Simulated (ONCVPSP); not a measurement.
# Potentials for Cd (Z = 48) compared

Generated with ld1.x 7.5 (TM, RRKJ, ultrasoft, PAW), atompaw 4.2 or ONCVPSP 4.0.1. The cutoff is in Ry: for ld1.x and atompaw files where the sum of valence levels is converged to 10 mRy in a Bessel basis, for ONCV files where the hardest occupied wave has 1 mHa per electron of residual kinetic energy. The error is the largest all-electron minus pseudo excitation energy over each file’s own four to seven test configurations (ionisations up to +4, promotions, holes and added fractions of an electron), all of which were solved. The labels leave out finer settings (local radius, basis sizes, second energies), which also bear on the numbers. Spin-polarised tests are not counted. The rows are a selection from randomly drawn settings: files with unsolved tests, undetermined cutoffs or missed reference levels are left out.

A true bound ghost makes a file unfit for plane-wave use even where its test errors are small: the radial tests pick states by their node count and pass the ghost by.

| potential | cutoff (Ry) | largest error (meV) | bound ghosts |
| --- | --- | --- | --- |
| ONCV, PBE, scalar-relativistic, rc 1.35/1.10/1.45/1.50 (spdf), local smoothed, core correction yes, reference 4s2 4p6 4d10 5s2, qcut 10/8.9/10.1/8.4, projectors 2/2/3/1 | 238 | -9.3 | none |
| ONCV, PBE, scalar-relativistic, rc 1.60/1.50/1.35 (spd), local smoothed, core correction yes, reference 4s2 4p6 4d10 5s2, qcut 7.4/7.4/9.3, projectors 2/2/2 | 69 | -13 | none |
| ONCV, PBE, scalar-relativistic, rc 1.55/1.00/1.00 (spd), local d, core correction no, reference 4s2 4p6 4d10 5s2, qcut 10/6.8/11.4, projectors 2/1/0 | 478 | +51 | none |
| ONCV, PBE, fully relativistic, rc 1.60/1.55/1.65 (spd), local smoothed, core correction no, reference 4s2 4p6 4d10 5s1 5p1, qcut 8.5/7.5/8.1, projectors 2/2/2 | 55 | +0.2 | none |
| ONCV, PBEsol, scalar-relativistic, rc 1.30/1.05/1.35 (spd), local smoothed, core correction yes, reference 4s2 4p6 4d10 5s2, qcut 10.1/7.3/10.7, projectors 3/1/1 | 407 | -84 | none |
| ONCV, PBE, scalar-relativistic, rc 1.30/1.00/1.40 (spd), local smoothed, core correction yes, reference 4s2 4p6 4d10 5s1.5, qcut 7.4/8.8/13, projectors 2/2/2 | 278 | -38 | none |
| ONCV, PBE, scalar-relativistic, rc 1.50/1.55/1.35 (spd), local smoothed, core correction yes, reference 4s2 4p6 4d10 5s1, qcut 9.3/10.3/13.6, projectors 2/2/2 | 77 | -7.9 | none |
| ONCV, PBEsol, scalar-relativistic, rc 1.35/1.05/1.80 (spd), local smoothed, core correction yes, reference 4s2 4p6 4d10 5s2, qcut 11.8/8.6/7.8, projectors 2/3/2 | 142 | -3.7 | p |

**Question.** Fill in the row for Cd: ONCV, PBE, scalar-relativistic, rc 1.30/1.15/1.20 (spd), local smoothed, core correction no, reference 4s2 4p6 4d9, qcut 10.1/9.7/7.7, projectors 2/2/2.

**Answer.** cutoff 120 Ry, largest error +8.9 meV, bound ghosts: none.
